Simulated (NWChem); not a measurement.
# 1,1-difluoroethane (C2H4F2); SMILES FC(C)F

Program: NWChem. The geometry was optimised at PBE0/def2-SVP. Level: M05-2X/def2-SVP with SMD (1 M gas to 1 M solution), gas-phase geometry.

For solvent diethyl ether:

| Property | Value |
|---|---|
| solvation free energy (kcal/mol) | -3.6 |
| cavity-dispersion-structure term (kcal/mol) | -0.3 |
| dipole in solution (D) | 2.55 |

Problem. What are these values for solvent water?

Solution. 
* **solvation free energy (kcal/mol)**: -1.1
* **cavity-dispersion-structure term (kcal/mol)**: 3.3
* **dipole in solution (D)**: 2.67
